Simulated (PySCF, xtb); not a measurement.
CH5BrOSi, SMILES C[SiH](O)Br. One conformer was computed; it need not be the lowest.

Harmonic wavenumbers (cm⁻¹) from GFN2-xTB (xtb) at its own minimum, in rising order: 114, 146, 174, 219, 241, 419, 655, 678, 724, 766, 829, 838, 925, 1388, 1479, 1487, 2328, 3020, 3030, 3049, 3698.

What does PBE-D3(BJ)/def2-SVP run with PySCF give at its own minimum? (An estimate is asked for; the answer gives what the named calculation found.)

156, 165, 175, 254, 274, 399, 638, 696, 716, 786, 842, 870, 907, 1217, 1374, 1378, 2218, 2976, 3080, 3083, 3760. Paired by order, the mean absolute difference is 46 cm⁻¹ and the zero-point energies are 37.5 and 37.1 kcal/mol.
